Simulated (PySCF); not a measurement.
A PySCF script (with the pyscf-properties extension) for the NMR shieldings of SMILES C1([P@+](N(C)C)(C)N)CC1, [C6H16N2P]+, on a GFN2-xTB geometry:

```python
import basis_set_exchange as bse
import numpy as np
from pyscf import gto, dft
from pyscf.prop import nmr

atoms = """
C     1.401115   -0.446377   -1.694935
N     1.285943    0.045890   -0.328554
C     2.552362    0.021590    0.395515
P    -0.095291   -0.198948    0.541034
C    -0.220376   -1.773160    1.443511
N    -0.014951    0.955087    1.709470
C    -1.502430   -0.050105   -0.585285
C    -1.661930    1.259379   -1.312399
C    -2.599311    0.912717   -0.210332
H     1.799577   -1.463317   -1.734699
H     0.432080   -0.421523   -2.186906
H     2.081973    0.208131   -2.240035
H     3.001268   -0.974700    0.398218
H     2.400116    0.350177    1.421390
H     3.244599    0.708073   -0.092159
H    -1.164074   -1.830203    1.981832
H     0.605276   -1.845213    2.150968
H    -0.166062   -2.601535    0.738474
H    -0.639347    0.871893    2.499890
H     0.114237    1.911579    1.403701
H    -1.787387   -0.966703   -1.085354
H    -2.022062    1.234441   -2.329066
H    -0.921910    2.027618   -1.134574
H    -2.523887    1.457206    0.720083
H    -3.610464    0.632149   -0.460654
"""
names = dict.fromkeys(["C", "N", "P", "H"], "pcSseg-1")
basis = {el: gto.basis.parse(bse.get_basis(n, elements=[el], fmt="nwchem")) for el, n in names.items()}
mol = gto.M(atom=atoms, basis=basis, charge=1, verbose=0)
mf = dft.RKS(mol, xc="PBE0")
mf.grids.level = 2
mf.grids.alignment = dft.numint.BLKSIZE   # the property module wants whole blocks of grid points
mf.conv_tol = 1e-9
mf.kernel()

calc = nmr.RKS(mf)   # GIAO
C = mf.mo_coeff
Co = C[:, mf.mo_occ > 0]
resp = mf.gen_response(singlet=True, hermi=2)
def vind(x):   # induced exchange potential for any number of trial vectors
    d = np.einsum("pi,xij,qj->xpq", C, 2 * x.reshape(-1, C.shape[1], Co.shape[1]), Co, optimize=True)
    return np.einsum("xpq,pi,qj->xij", resp(d - d.transpose(0, 2, 1)), C, Co, optimize=True).ravel()
mo1, _ = nmr.rhf.solve_mo1(calc, with_cphf=vind)
sigma = calc.kernel(mo1)
for i, s in enumerate(sigma):   # ppm
    w = np.linalg.eigvalsh((s + s.T) / 2)
    print("%2d %-2s iso %8.1f  s11 %8.1f  s22 %8.1f  s33 %8.1f" % (i, mol.atom_pure_symbol(i), w.mean(), *w))
```

**Question.** What does it print?

**Answer.** 
```
 0 C  iso    150.0  s11    126.2  s22    136.1  s33    187.6
 1 N  iso    220.7  s11    187.9  s22    226.9  s33    247.3
 2 C  iso    149.3  s11    123.2  s22    135.4  s33    189.3
 3 P  iso    256.5  s11    199.5  s22    242.3  s33    327.7
 4 C  iso    174.7  s11    160.6  s22    169.2  s33    194.3
 5 N  iso    231.8  s11    185.4  s22    250.4  s33    259.6
 6 C  iso    176.0  s11    146.0  s22    163.4  s33    218.5
 7 C  iso    182.0  s11    154.5  s22    184.1  s33    207.6
 8 C  iso    176.7  s11    148.1  s22    179.0  s33    203.1
 9 H  iso     29.1  s11     24.6  s22     26.4  s33     36.4
10 H  iso     28.5  s11     22.2  s22     30.4  s33     32.8
11 H  iso     28.6  s11     24.4  s22     25.2  s33     36.3
12 H  iso     29.1  s11     24.5  s22     26.2  s33     36.5
13 H  iso     28.1  s11     22.1  s22     28.3  s33     33.9
14 H  iso     28.7  s11     23.8  s22     25.7  s33     36.5
15 H  iso     29.8  s11     25.0  s22     27.7  s33     36.7
16 H  iso     29.6  s11     24.7  s22     27.4  s33     36.7
17 H  iso     29.9  s11     25.6  s22     27.5  s33     36.5
18 H  iso     30.0  s11     23.3  s22     25.0  s33     41.8
19 H  iso     29.8  s11     23.5  s22     25.6  s33     40.3
20 H  iso     30.4  s11     23.4  s22     27.6  s33     40.3
21 H  iso     30.1  s11     24.4  s22     24.8  s33     41.1
22 H  iso     30.9  s11     25.1  s22     29.4  s33     38.1
23 H  iso     30.7  s11     24.3  s22     29.7  s33     38.1
24 H  iso     30.0  s11     23.9  s22     24.9  s33     41.2
```

These numbers come from an equivalent density-fitted implementation of the same equations, which agrees with the script to about 0.01 ppm for H and up to a few tenths of a ppm for heavy atoms, so last digits may differ.

**Question.** Turn these shieldings into chemical shifts. δ = σ(ref) − σ, references computed at the same level: ¹³C (σref 186.93) and ¹H (σref 31.72) vs TMS; ¹⁵N (σref 267.73) against NH3; ³¹P (σref 318.38) vs H3PO4.

**Answer.** Averaging equivalent atoms: C 0/2: 37.3; C 4: 12.2; C 6: 11.0; C 8: 10.2; C 7: 4.9; N 1: 47.1; N 5: 35.9; P 3: 61.9; H 9/10/11/12/13/14: 3.04; H 15/16/17: 1.96; H 18/19: 1.80; H 24: 1.74; H 21: 1.64; H 20: 1.28; H 23: 1.02; H 22: 0.85 ppm. Experimental scales use liquid or dissolved standards, which lie at an offset from isolated NH3 (liquid NH3: subtract about 20 ppm) and H3PO4.

Size and cost of the density-fitted run: 240 basis functions, 75 s wall time on 1 thread of an x86-64 server CPU, shared host.
